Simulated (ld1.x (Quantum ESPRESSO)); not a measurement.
**C: TM pseudisation with PBEsol, scalar-relativistic reference atom.**

ld1.x (Quantum ESPRESSO) 7.5 input, shortened:

```
&input
   title='C', zed=6., rel=1, dft='PBESOL', iswitch=3,
   config='[He] 2s2 2p1.5'
 /
 &inputp
   pseudotype=2, tm=.true., lloc=0,
   nlcc=.false.
 /
2
2P  2  1   1.50   0.00  2.70  2.70  0.0
2S  1  0   2.00   0.00  1.05  1.05  0.0
 &test
   configts(1)='2s2 2p1.5'
 /
```

All-electron outer shells of the reference configuration (PBEsol, scalar-relativistic, ld1.x):

| shell | level (eV) | outermost node (bohr) | outermost maximum (bohr) |
| --- | --- | --- | --- |
| 2s | -19.26 | 0.38 | 1.20 |
| 2p | -10.65 | – | 1.16 |

Question: Does the generator finish with these settings?

Answer: Yes, a potential is produced and its reference levels are reproduced.

Question: Estimate the cutoffs (Ry, on a coarse ladder) from which the occupation-weighted sum of valence levels, in a spherical-Bessel basis at the reference potential, stays within 10 and 1 mRy of its value at 400 Ry.

Answer: 35 Ry and 90 Ry.

Question: Does the potential have ghost states?

Answer: No extra level below or beside the all-electron valence levels (p, s, d, f tested).

Question: Which valence shell sets the plane-wave cutoff?

Answer: 2s: its level needs 80 Ry to come within 1 mRy, against 21 Ry for 2p.

Question: Tests: 2s2 2p2; 2s2 2p1; 2s2 2p0; 2s1 2p0; 2s0 2p4; 2s1 2p2; 2s2 2p2.3. Which has the largest error in its energy relative to the reference configuration, and how large is it?

Answer: 2s1 2p0, with +1157 meV (all-electron minus pseudo) on +78.84 eV.
